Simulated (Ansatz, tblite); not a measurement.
Cost and result up the ladder for Ba₂O₂ (the lowest singlet isomer of a short search) (4 atoms). Total charge 0; singlet. Geometry: PBE0-D4/def2-TZVP.

```xyz
4

Ba    0.550    1.613    0.298
Ba   -0.550   -1.613   -0.298
O     1.040   -0.507    0.824
O    -1.040    0.507   -0.823
```

Ansatz on 4 threads of Arm Neoverse V1 on a shared host; xTB runs through tblite on one thread. Times are rough, summed over both states, and most runs start from the orbitals of an earlier one. RPA@PBE/def2-TZVP serves as the yardstick here, not as an exact answer. The other state is a triplet at its own geometry.

In the def2 sets Ba takes a core potential; there is no spin–orbit coupling. The xTB rows come from tblite. HSE06 is defined as in plane-wave codes, on full-range PBE exchange. Correlated methods freeze 2 core orbitals; core or outer-core shells of Ba are correlated, in sets that lack core-valence functions. The structure comes from a short search, and lower isomers may exist.

Run but left out: HF/def2-TZVP, HF/def2-TZVPP, MP2/def2-TZVP, MP2/def2-TZVPP (triplet: a determinant that CCSD turns far, T1 0.072).

Correlated methods converge slowly with the basis.

xTB has no spin-polarisation term.

| level | functions | wall time |
| --- | --- | --- |
| GFN1-xTB | 26 | 0.009 s |
| GFN2-xTB | 26 | 0.013 s |
| PBE-D4/def2-TZVP | 142 | 5 s |
| PBE0-D4/def2-TZVP | 142 | 5.7 s |
| HSE06-D4/def2-TZVP | 142 | 6 s |
| RPA@PBE/def2-TZVP | 142 | 7.7 s |
| r2SCAN-D4/def2-TZVP (with forces) | 142 | 11 s |
| r2SCAN0-D4/def2-TZVP | 142 | 11 s |
| CAM-B3LYP-D4/def2-TZVP | 142 | 12 s |
| B97M-V/def2-TZVP | 142 | 20 s |

(1) Estimate what each level gives for the triplet − singlet (eV).

Results:

(1) 
| level | triplet − singlet (eV) | difference from RPA@PBE/def2-TZVP (eV) |
| --- | --- | --- |
| GFN1-xTB | 1.85 | 0.12 |
| GFN2-xTB | 0.34 | -1.38 |
| PBE-D4/def2-TZVP | 2.19 | 0.47 |
| PBE0-D4/def2-TZVP | 2.27 | 0.54 |
| HSE06-D4/def2-TZVP | 2.23 | 0.51 |
| RPA@PBE/def2-TZVP | 1.72 | 0.00 |
| r2SCAN-D4/def2-TZVP (with forces) | 2.18 | 0.46 |
| r2SCAN0-D4/def2-TZVP | 2.22 | 0.50 |
| CAM-B3LYP-D4/def2-TZVP | 2.37 | 0.65 |
| B97M-V/def2-TZVP | 1.76 | 0.04 |
